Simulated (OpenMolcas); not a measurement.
## Hf: from CASSCF to CASPT2

| Quantity | Value |
| --- | --- |
| Program | OpenMolcas 26.06 |
| Basis | ANO-R3 [9s7p7d4f3g1h] |
| Scalar Hamiltonian | X2C, finite nucleus |
| Active space | 4 electrons in 6 orbitals (5d 6s) |
| State averaging | 2S+1 = 3 even, 55 roots; 2S+1 = 5 even, 10 roots kept (CI in the orbitals of an earlier block); 2S+1 = 1 even, 50 roots kept (CI in the orbitals of an earlier block) |
| Spin-orbit coupling | RASSI with atomic mean-field integrals over the reference wave functions, term energies averaged over their components |

Methods on the same reference wave functions:
A. CASSCF
B. SS-CASPT2, IPEA 0.25 Eh, imaginary shift 0.1 Eh (closed shells correlated: 5s 5p)
C. MS-CASPT2, IPEA 0.25 Eh, imaginary shift 0.1 Eh (closed shells correlated: 5s 5p)

Energies in cm⁻¹ above 5d² 6s² ³F₂, the measured ground level; measured values from NIST Handbook of Basic Atomic Spectroscopic Data.

```csv
Level,A,B,C,Measured
5d² 6s² ³F₂,0.0,0.0,0.0,0.0
5d² 6s² ³F₃,2159,2300,2440,2357
5d² 6s² ³P₀,3831,4810,4300,5522
5d² 6s² ³F₄,4247,4330,4490,4568
5d² 6s² ³P₁,4654,5830,5410,6573
5d³ 6s ⁵F₁,7466,12890,13270,
5d³ 6s ⁵F₂,8146,13620,14000,
5d³ 6s ⁵F₃,9145,14650,15030,
5d³ 6s ⁵F₄,10343,15860,16240,
5d² 6s² ¹G₄,10935,9550,9430,10533
5d³ 6s ⁵F₅,11667,17050,17430,
5d³ 6s ⁵P₁,16668,20710,20890,
5d³ 6s ⁵P₂ [73 %],17152,20930,20940,
5d³ 6s ⁵P₃,18192,22330,22710,
5d³ 6s ³G₃,20235,21540,21940,
5d³ 6s ³G₄ [74 %],20574,22000,22390,
5d³ 6s ³G₅ [61 %],21468,22980,23370,
5d³ 6s ³F₂(1) [72 %],22541,22130,22460,
5d³ 6s ³D₁ [66 %],23154,23300,23620,
5d³ 6s ³H₄ [63 %],23713,24580,24970,
5d³ 6s ³F₃(1) [59 %],24230,24160,24510,
5d³ 6s ³D₂ [61 %],24517,24750,24960,
5d³ 6s ³H₆,24755,25950,26330,
5d³ 6s ³H₅ [71 %],24819,26130,26510,
```

Deviations, from unrounded energies. A percentage is the sum of absolute deviations over the sum of measured energies, with the sign that they share, or ± where signs differ.

```csv
Against measurement,Levels,A,B,C
mean absolute deviation (cm-1),5,910,550,730
fine structure of the ground term (%),2,-7.5,-4.3,±2.3
other terms of the ground configuration (%),3,±17.7,-10.8,-15.4
```

B lies closest to measurement on these levels and A furthest from it. The largest miss of B in the table is 5d² 6s² ¹G₄, by -990 cm-1. The ranking rests on the paired levels alone, and a cruder setting can come out closer through cancelling errors.

Between B and C the level of the table that moves most is 5d² 6s² ³P₀, by 510 cm-1 (lowest in C, highest in B). Moves below CASPT2's spread within the term are not significant.

The mean deviations of B to C differ by less than CASPT2's widest spread within a term (1400 cm-1), so their order carries little weight.

From A to B the spin-free energies of the other terms of 5d² 6s² shown, above ³F, scale by factors of 0.81 to 1.40.

The lowest spin-free term lies below A's lowest term by 0.310 hartree in B, 0.311 hartree in C.

CASPT2 does not keep the components of a term degenerate, so their means are used; among the terms shown or strongly mixed into the levels shown the widest spread is 1400 cm-1 (5d² 6s² ³F, C). Over all roots computed the reference weight is 0.85 to 0.93 in B, 0.85 to 0.93 in C; the roots of lowest weight are the least certain, and an intruder state may touch them. Terms from blocks run as CI alone lack orbitals of their own. A single d shell beside an s shell can misplace configurations of different d count against each other. The CASPT2 spread within a term exceeds the gap to the next term for 5d³ 6s ³F(1) and 5d³ 6s ³D, so the order of their levels is uncertain, and so are names and mixing where such terms share a J (figures for B; the like holds for C). Without dynamic correlation excited terms often stand tens of per cent too high (terms of higher spin than the ground term too low), and those without a measured partner can miss by more than the paired ones (holds for A). Some terms miss by over 15 % even with CASPT2, which points to a basis or an active space too small for the shells correlated (holds for C). Measured partners are found by configuration, term and J. A level has none where our copy of the source lacks it or the pairing is in doubt (some pairs that miss far off the trend of their configuration count as doubtful), and it then counts in no deviation. Only configurations of the active space appear. The table leaves out levels that lie high or whose names do not pair safely across all columns.

A share in square brackets marks a mixed level and gives the weight of the term that names it, the lowest over the columns. A number in round brackets counts repeated terms of one configuration in the order of the reference energies.
